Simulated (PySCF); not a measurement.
C4H8S, SMILES C1C(C)CS1. The structure is a stationary point at ωB97X-D3(BJ)/def2-SVP.

Computed equilibrium geometry at ωB97X-D3(BJ)/def2-SVP (PySCF confirms it by a frequency run) as a Z-matrix, and its point group:
point group Cs.
```
C
H 1 1.1022
C 1 1.5211 2 109.95
H 3 1.1022 1 111.08 2 -60.01
H 3 1.1022 4 107.82 1 -121.93
H 3 1.1026 4 107.95 5 -116.38
C 1 1.5446 2 108.37 3 -128.83
H 7 1.0999 1 116.38 2 24.57
H 7 1.1022 8 109.15 1 -129.09
C 1 1.5446 2 108.37 3 128.83
H 10 1.0999 1 116.38 2 -24.57
H 10 1.1022 11 109.15 1 129.09
S 7 1.8340 8 114.72 9 -125.73
```
